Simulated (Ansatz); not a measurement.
System: C₆H₁₁ (charge 0, doublet). It need not be the lowest isomer of its formula. 
Structure (B3LYP-D3(BJ)/def2-TZVP (Ansatz, an electronic-structure program) minimum search):
SMILES: [CH2]CCC(=C)C
```xyz
17

C      2.6624    -0.1389    -0.7672
C      1.2132     0.1745    -0.8018
C      0.4679    -0.2795     0.4857
C     -0.9985     0.0619     0.4743
C     -1.5048     0.9752     1.2991
C     -1.8543    -0.6756    -0.5164
H      3.3780     0.5718    -0.3770
H      3.0176    -1.1362    -0.9907
H      0.7464    -0.3134    -1.6623
H      1.0556     1.2500    -0.9176
H      0.5938    -1.3622     0.5906
H      0.9477     0.1837     1.3493
H     -2.5583     1.2273     1.2903
H     -0.8818     1.4991     2.0137
H     -2.9039    -0.3992    -0.4212
H     -1.7674    -1.7569    -0.3729
H     -1.5426    -0.4697    -1.5437
```
Charge 0, spin multiplicity 2.

Parts of the frozen-core correlation energy in STO-3G (Ansatz, hartree). Frozen orbitals: 6; correlated occupied orbitals by spin: 18 and 17; virtual: 17 and 18. Open shells are spin-unrestricted. Spin-orbit coupling is left out. No relativistic terms.

```tsv
term	value
reference (HF)	-230.76103
MP2 opposite-spin	-0.25263
MP2 same-spin	-0.03582
CCSD correlation	-0.40147
(T)	-0.00327
T1 diagnostic	0.034
largest doubles amplitude	0.131
<S^2> of the reference	1.010
```
